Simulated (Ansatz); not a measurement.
`C[N](C)[InH][Br]` + CH₃OH → `C[O][InH][Br]` + `CNC` at 600 K and 1 bar (ligand exchange at the In–N bond).

Gas-phase electronic energies from Ansatz, PBE0-D4/def2-TZVP geometries. CCSD(T)/CBS adds triple-zeta CCSD(T) − MP2 to the extrapolated MP2 energy (def2 sets, frozen cores). This one scheme is used for every species. def2 core potentials past Kr. For Br, In outer-core shells are correlated without core-valence functions, which leaves a few kJ/mol of doubt a bond. Scalar relativity is left out up to krypton. Each species was taken in one conformer, which may not be the lowest.

```
           species  CCSD(T)/CBS energy (Eh)  H − E (kJ/mol)  S (J/(mol·K))
`C[N](C)[InH][Br]`              -2898.19389           300.7          494.8
             CH₃OH               -115.61712           163.6          277.3
   `C[O][InH][Br]`              -2878.81206           179.9          443.6
             `CNC`               -135.00321           284.6          333.5
```

H − E and S are ideal-gas, rigid-rotor, harmonic terms from PBE0-D4/def2-TZVP, for one conformer and one mirror image of each species. 1 Eh = 2625.50 kJ/mol, R = 8.31446 J/(mol·K).

**Question.** By hand: ΔE, ΔH, ΔS and ΔG.

**Answer.** ΔE = (-2878.81206) + (-135.00321) − (-2898.19389) − (-115.61712) = -0.00426 Eh = -11.2 kJ/mol. Δ(H − E) = 179.9 + 284.6 − 300.7 − 163.6 = 0.2, so ΔH = -11.0 kJ/mol. ΔS = 443.6 + 333.5 − 494.8 − 277.3 = 5.0 J/(mol·K). ΔG = -11.0 − 600 × (5.0)/1000 = -14.0 kJ/mol.

**Question.** By hand: the equilibrium constant, and the temperature at which ΔG would vanish if ΔH and ΔS stayed fixed.

**Answer.** log₁₀ K = −ΔG/(RT ln 10) = 1.2. ΔH and −TΔS have one sign here, so there is no such temperature.

The number of gas molecules stays the same, so ΔS is small and ΔH decides. A doubt of 5 kJ/mol in ΔE shifts log₁₀ K by 0.4 here. Other conformers and mirror images would add mixing entropy, several J/(mol·K) or more a flexible species. These are equilibria of isolated gas molecules and say nothing of rates. Largest T1 diagnostic: 0.014 (customary marks: 0.02 for closed shells, 0.045 for open ones).

ΔS is within the doubt of such terms, so its sign, and with it that verdict, could turn.
